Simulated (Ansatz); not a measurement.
A geometry relaxed with B3LYP-D3(BJ)/def2-SVP (Ansatz, a quantum-chemistry and plane-wave program), charge 0, multiplicity 1:

```xyz
19

H      2.5728     0.2842     1.1369
O     -0.7945     2.1545    -1.8148
H     -2.3890     0.3089     1.1411
O      0.4147     2.1472     1.1823
H      1.3174    -0.9998    -1.4030
C     -2.0142    -0.1260     0.2011
Sn    -0.2099     0.9594    -0.3127
H     -0.2884     2.7278     1.5043
H      1.7458    -1.2835     1.0903
H     -1.0626    -1.8753     1.1212
H     -1.4077    -2.0714    -0.6081
C      2.3433    -0.5769     0.4910
C     -1.7898    -1.6339     0.3287
H      2.2152     0.5268    -1.3962
C      1.5992    -0.1410    -0.7731
H     -0.0755     2.7247    -2.1209
H     -2.7435     0.1170    -0.5872
H      3.2933    -1.0808     0.2436
H     -2.7266    -2.1619     0.5755
```

**Question.** Write the SMILES of this molecule.

**Answer.** `C[CH2][Sn]([OH])([OH])[CH2]C`
